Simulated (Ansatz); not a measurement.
In8Sb8H22⁺, a nanocrystal cut from wurtzite InSb (hydrogen-capped). The state is a doublet with charge 1. Geometry PBE-D4/def2-SVP, that of the neutral singlet; atoms count from 1.

```xyz
38

In   -4.5321   -3.1670    0.2318
Sb   -2.0562   -4.3318    1.3338
Sb   -3.0273   -0.9363   -0.8236
In   -2.0374    0.8280    1.1851
In    0.6251   -3.2723    1.2820
Sb    0.2575   -0.5906    2.1923
Sb   -0.8691    3.1566    0.0270
In   -0.1350    5.1724    1.9645
In    2.7617    0.7803    2.1236
Sb    2.0458    3.4483    2.9503
In   -1.1775   -1.7409   -2.8308
Sb    1.1124   -2.7488   -1.4735
Sb   -0.2048    0.8629   -3.6378
In    1.1763    2.7243   -1.9034
In    3.5554   -1.3991   -2.2904
Sb    3.0820    0.9879   -0.6976
H    -5.4377   -2.6595    1.6225
H    -4.9753   -4.2274   -1.0697
H    -2.3009   -4.7706    2.9796
H    -1.8831   -5.9508    0.7776
H    -4.1312    0.0536   -1.7027
H    -3.1891    1.1716    2.4505
H     1.7833   -4.2461    2.1441
H    -0.0570   -0.7750    3.8753
H    -2.1528    3.8059   -0.9227
H    -1.2949    5.1971    3.2551
H     0.6694    6.4804    1.1542
H     4.0667    0.0852    3.0438
H     1.9793    3.3505    4.6670
H     3.5307    4.3168    2.9124
H    -1.8061   -2.6589   -4.1705
H     1.2292   -4.3367   -2.1306
H    -1.6042    1.7109   -4.1701
H     0.5533    0.7840   -5.1801
H     1.7668    4.1183   -2.7640
H     4.9210   -2.2533   -1.6460
H     3.2301   -0.8873   -3.9258
H     4.5255    1.9176   -0.8333
```

In the def2 sets In, Sb take a core potential; there is no spin–orbit coupling. Single mean-field runs in def2-SVP are fitted with def2-universal-jkfit.

Problem. Estimate the Mulliken populations of the heavy atoms from the PBE0/def2-SVP orbitals of Ansatz.

Solution. 
```tsv
atom	charge (e)	spin (α − β)
In1	0.27	0.05
Sb2	0.00	0.03
Sb3	-0.14	0.21
In4	0.22	-0.01
In5	0.22	0.01
Sb6	-0.19	0.04
Sb7	-0.14	0.21
In8	0.27	0.05
In9	0.22	0.01
Sb10	0.00	0.03
In11	0.22	-0.01
Sb12	-0.17	0.05
Sb13	0.04	0.10
In14	0.22	-0.01
In15	0.25	0.03
Sb16	-0.17	0.05
```
Mulliken values and Mayer orders depend strongly on the basis.

Problem. Where does the spin sit?

Solution. Summed by element: In 0.13, Sb 0.74, H 0.14, of 1 unpaired in all. Largest on single atoms: Sb3 0.21, Sb7 0.21, Sb13 0.10.

Problem. And the Mayer bond orders between bonded heavy atoms (over 0.3)?

Solution. In1–Sb2 0.60 (2.95 Å); In1–Sb3 0.56 (2.89 Å); Sb2–In5 0.71 (2.88 Å); Sb3–In4 0.73 (2.85 Å); Sb3–In11 0.76 (2.85 Å); In4–Sb6 0.74 (2.88 Å); In4–Sb7 0.73 (2.85 Å); In5–Sb6 0.73 (2.86 Å); In5–Sb12 0.78 (2.85 Å); Sb6–In9 0.73 (2.86 Å); Sb7–In8 0.56 (2.89 Å); Sb7–In14 0.76 (2.85 Å); In8–Sb10 0.60 (2.95 Å); In9–Sb10 0.71 (2.88 Å); In9–Sb16 0.78 (2.85 Å); In11–Sb12 0.81 (2.85 Å); In11–Sb13 0.65 (2.89 Å); Sb12–In15 0.60 (2.91 Å); Sb13–In14 0.65 (2.89 Å); In14–Sb16 0.81 (2.85 Å); In15–Sb16 0.60 (2.91 Å).
